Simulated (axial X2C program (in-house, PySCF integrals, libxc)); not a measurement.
RuSe⁺ along the bond: HF, with spin–orbit coupling

Computed with an in-house all-electron X2C program for linear molecules (integrals from PySCF). Two-component (2c) means X2C with spin–orbit coupling and atomic mean-field two-electron Coulomb and Gaunt terms. Basis: Ru dyall-cv3z [12s12p8d5f3g], Se dyall-cv3z [8s9p6d4f1g] (cores contracted in-house); Gaussian nuclei, density fitting, unrestricted open shells. Masses: Ru 101.904 u, Se 79.917 u.

State: Ω = 5/2 (⟨Sz⟩ = 2.47, ⟨Lz⟩ = 0.03 at HF). Dipoles are positive if Se is the positive end and refer to the centre of mass.

Results along the bond:

```json
{"R (Å)": "1.965", "μ (D)": "-4.122", "HOMO (eV)": "-15.60", "LUMO (eV)": "-5.15"}
{"R (Å)": "2.056", "μ (D)": "-4.153", "HOMO (eV)": "-15.61", "LUMO (eV)": "-5.23"}
{"R (Å)": "2.123", "μ (D)": "-4.081", "HOMO (eV)": "-15.63", "LUMO (eV)": "-5.27"}
{"R (Å)": "2.191", "μ (D)": "-3.954", "HOMO (eV)": "-15.64", "LUMO (eV)": "-5.30"}
{"R (Å)": "2.259", "μ (D)": "-3.797", "HOMO (eV)": "-15.65", "LUMO (eV)": "-5.32"}
{"R (Å)": "2.338", "μ (D)": "-3.606", "HOMO (eV)": "-15.65", "LUMO (eV)": "-5.32"}
{"R (Å)": "2.417", "μ (D)": "-3.437", "HOMO (eV)": "-15.60", "LUMO (eV)": "-5.31"}
{"R (Å)": "2.519", "μ (D)": "-3.282", "HOMO (eV)": "-15.45", "LUMO (eV)": "-5.28"}
{"R (Å)": "2.643", "μ (D)": "-3.209", "HOMO (eV)": "-15.34", "LUMO (eV)": "-5.21"}
{"R (Å)": "2.824", "μ (D)": "-3.321", "HOMO (eV)": "-15.29", "LUMO (eV)": "-5.10"}
```

Occupations by symmetry block were frozen at the best pattern of an incomplete PBE0 search. Other states lie close and PBE0, whose exact exchange favours high spin, may order them wrongly; the determinant shown need not be the ground state. The nearest other 2c determinant of the search, Ω = 9/2, lies 0.52 eV up at the distance of the search. With several unpaired electrons one determinant need not be a pure state. This is the top spin component of a Σ state; components of lower Ω are not single determinants and can lie lower.
